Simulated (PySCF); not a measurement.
PySCF input (B3PW91/6-31G* (5d)):

```python
from pyscf import gto, dft

mol = gto.M(
    atom='''
    C    -0.73861400   -0.35040000   -0.44895600
    C     0.71119900   -0.26135500   -0.14181100
    F     1.21919100    0.96495100   -0.38547100
    F     1.38520200   -1.14398600   -0.90253800
    F     0.98651200   -0.53864200    1.15058500
    Cl   -1.82614200    0.65834500    0.34993600
    H    -1.10923600   -1.06224800   -1.16749800
    ''',
    basis='6-31g*',
    charge=0,
    spin=1,
    verbose=4,
)

mf = dft.UKS(mol, xc='b3pw91')
mf.grids.level = 3
mf.conv_tol = 1e-9
mf.max_cycle = 100
mf.max_memory = 1500
mf.kernel()
if not mf.converged:
    mf = mf.newton()
    mf.kernel(mf.make_rdm1())
mo, _, stable, _ = mf.stability(return_status=True)
if not stable:
    mf.kernel(mf.make_rdm1(mo, mf.mo_occ))
    stable = mf.stability(return_status=True)[2]
mf.dip_moment()
```

From the output:

```

cycle= 1 E= -836.133343875972  delta_E= 0.934  |g|= 0.645  |ddm|= 1.97
  alpha nocc = 29  HOMO = -0.2732949325858  LUMO = 0.0100506621113938
  beta  nocc = 28  HOMO = -0.329415287386067  LUMO = -0.149797654812651
  HOMO = -0.273294932586  LUMO = -0.149797654813  gap/eV = 3.36053
cycle= 2 E= -835.920226405109  delta_E= 0.213  |g|= 1.05  |ddm|= 0.984
  alpha nocc = 29  HOMO = -0.239320349419436  LUMO = 0.040327322108646
  beta  nocc = 28  HOMO = -0.340305168913268  LUMO = -0.102772144892848
  HOMO = -0.239320349419  LUMO = -0.102772144893  gap/eV = 3.71567
cycle= 3 E= -836.277455982367  delta_E= -0.357  |g|= 0.0413  |ddm|= 0.633
  alpha nocc = 29  HOMO = -0.254596520200871  LUMO = 0.0337254453316116
  beta  nocc = 28  HOMO = -0.34187347943075  LUMO = -0.113671477840604
  HOMO = -0.254596520201  LUMO = -0.113671477841  gap/eV = 3.83477
cycle= 4 E= -836.277870775318  delta_E= -0.000415  |g|= 0.0311  |ddm|= 0.0721
  alpha nocc = 29  HOMO = -0.250976821804455  LUMO = 0.0365132248625932
  beta  nocc = 28  HOMO = -0.343123931299192  LUMO = -0.106857684025341
  HOMO = -0.250976821804  LUMO = -0.106857684025  gap/eV = 3.92168
cycle= 5 E= -836.278394081676  delta_E= -0.000523  |g|= 0.00579  |ddm|= 0.0369
  alpha nocc = 29  HOMO = -0.250837198163674  LUMO = 0.0376054621271034
  beta  nocc = 28  HOMO = -0.341786652260169  LUMO = -0.105636713641133
  HOMO = -0.250837198164  LUMO = -0.105636713641  gap/eV = 3.95111
cycle= 6 E= -836.278415701235  delta_E= -2.16e-05  |g|= 0.00191  |ddm|= 0.00952
  alpha nocc = 29  HOMO = -0.251389591503576  LUMO = 0.0373935965012806
  beta  nocc = 28  HOMO = -0.34205333445147  LUMO = -0.105666280829577
  HOMO = -0.251389591504  LUMO = -0.10566628083  gap/eV = 3.96533
cycle= 7 E= -836.278418152689  delta_E= -2.45e-06  |g|= 0.00131  |ddm|= 0.00327
  alpha nocc = 29  HOMO = -0.251434287313523  LUMO = 0.0374058905033605
  beta  nocc = 28  HOMO = -0.34207800813529  LUMO = -0.10555584791362
  HOMO = -0.251434287314  LUMO = -0.105555847914  gap/eV = 3.96955
cycle= 8 E= -836.278418872099  delta_E= -7.19e-07  |g|= 0.000308  |ddm|= 0.00134
  alpha nocc = 29  HOMO = -0.251408785341638  LUMO = 0.037472938525299
  beta  nocc = 28  HOMO = -0.342007149935088  LUMO = -0.105517068145107
  HOMO = -0.251408785342  LUMO = -0.105517068145  gap/eV = 3.96992
cycle= 9 E= -836.278418924564  delta_E= -5.25e-08  |g|= 7.1e-05  |ddm|= 0.000495
  alpha nocc = 29  HOMO = -0.25141277456766  LUMO = 0.0374617511059596
  beta  nocc = 28  HOMO = -0.342026250113243  LUMO = -0.105525924298143
  HOMO = -0.251412774568  LUMO = -0.105525924298  gap/eV = 3.96978
cycle= 10 E= -836.278418927714  delta_E= -3.15e-09  |g|= 2.63e-05  |ddm|= 0.000121
  alpha nocc = 29  HOMO = -0.251410204903317  LUMO = 0.0374646550454245
  beta  nocc = 28  HOMO = -0.342022395532679  LUMO = -0.105525592157518
  HOMO = -0.251410204903  LUMO = -0.105525592158  gap/eV = 3.96972
cycle= 11 E= -836.278418928011  delta_E= -2.96e-10  |g|= 1.69e-05  |ddm|= 3.98e-05
  alpha nocc = 29  HOMO = -0.251411266027373  LUMO = 0.0374632382334932
  beta  nocc = 28  HOMO = -0.342024120256413  LUMO = -0.105526985284071
  HOMO = -0.251411266027  LUMO = -0.105526985284  gap/eV = 3.96971
Extra cycle  E= -836.278418927953  delta_E= 5.82e-11  |g|= 2.26e-05  |ddm|= 2.54e-05
converged SCF energy = -836.278418927953  <S^2> = 0.75421453  2S+1 = 2.0042101
uhf_internal: lowest eigs of H = [0.34916708 0.39844817 0.42711229]
<class 'pyscf.dft.uks.UKS'> wavefunction is stable in the internal stability analysis
Dipole moment(X, Y, Z, Debye): -1.33351, -0.61429, -0.77811
```

The geometry given is a B3LYP-D3(BJ)/def2-TZVP minimum.
